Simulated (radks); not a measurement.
Q: The scandium ion Sc7+ is in [Ne] 3s2 3p2. All-electron calculation, scalar-relativistic Kohn-Sham, r2SCAN, spin-polarised, spherical densities, finite nucleus; meta-GGA in the generalised Kohn-Sham scheme; Fermi nuclear charge, rms radius of each element as measured or else 0.836 A^(1/3) + 0.57 fm. Program: a radial shooting solver on a logarithmic mesh with Libxc functionals. Open shells are filled with parallel spins first. One electron is removed from 2p, 2s, 3s, 3p in turn, with full relaxation. Which removal costs least, and what does each cost?

A: 3p 158.77 eV; 3s 174.59 eV; 2p 558.72 eV; 2s 643.25 eV. The 3p electron leaves first.
